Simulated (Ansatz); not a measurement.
Stepwise reaction of `C[O][Ga]([OH])[OH]` with hydrogen chloride, as a gas-phase model of exchange steps in deposition or etching. ΔE in kJ/mol.

Isolated molecules relaxed with PBE0-D4/def2-TZVP in Ansatz; ΔE leaves out vibrations. CBS: MP2 limit from def2 TZ/QZ plus the TZ coupled-cluster correction, frozen cores. This one scheme is used for every species. DFT in def2-TZVPP. B3LYP here is the variant with VWN-RPA as its local correlation; programs differ in this. For Ga outer-core shells are correlated without core-valence functions, which leaves a few kJ/mol of doubt a bond. Scalar relativity is left out up to krypton. One conformer a species, not always the lowest.

| step | reaction | PBE-D4 | B3LYP-D4 | ωB97M-V | CCSD(T)/CBS |
| --- | --- | --- | --- | --- | --- |
| 2 | `C[O][Ga]([OH])[Cl]` + HCl → `C[O][Ga]([Cl])[Cl]` + H₂O | -57.6 | -57.6 | -58.3 | -58.0 |

Task: Give the row of step 1, `C[O][Ga]([OH])[OH]` + HCl → `C[O][Ga]([OH])[Cl]` + H₂O. (An estimate is asked.)

Result: The calculation gave: 
```json
{"step": "1", "reaction": "`C[O][Ga]([OH])[OH]` + HCl → `C[O][Ga]([OH])[Cl]` + H₂O", "PBE-D4": "-62.3", "B3LYP-D4": "-61.6", "ωB97M-V": "-62.5", "CCSD(T)/CBS": "-61.4"}
```

Task: By hand: ΔE of the 2 steps together at CCSD(T)/CBS.

Result: (-61.4) + (-58.0) = -119.4 kJ/mol, or -59.7 kJ/mol a step.

In ΔE the steps differ by no more than 3.4 kJ/mol. All are downhill at CCSD(T)/CBS. PBE-D4 differs from CCSD(T)/CBS by -0.9 to 0.4 kJ/mol a step. Isolated molecules leave out the surface, adducts and barriers. Largest T1 diagnostic: 0.014.
